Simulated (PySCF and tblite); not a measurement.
Values are calculated unless marked as measured or tabulated.
System: C₇H₁₃B, numbered as in [CH2:1]=[CH:2][CH2:3][B:4]1[CH2:5][CH2:6][CH2:7][CH2:8]1.

Motion: inversion of the 5-membered ring (4–5–6–7–8). GFN2-xTB gives an electronic barrier of 2.9 kcal/mol and a reaction energy of 0.1 kcal/mol.

(1) What does PBE0/pcSseg-1 + D3(BJ), IEF-PCM water give on GFN2-xTB geometries?

Programs: tblite and PySCF.

Results:

(1) A barrier of 3.7 kcal/mol, 0.8 above the tight-binding barrier (from unrounded values), a reaction energy of 0.1 kcal/mol and, with GFN2-xTB thermal terms, ΔG‡(298 K) = 3.5 kcal/mol and k = 1.6×10¹⁰ s⁻¹ (1 equivalent path).
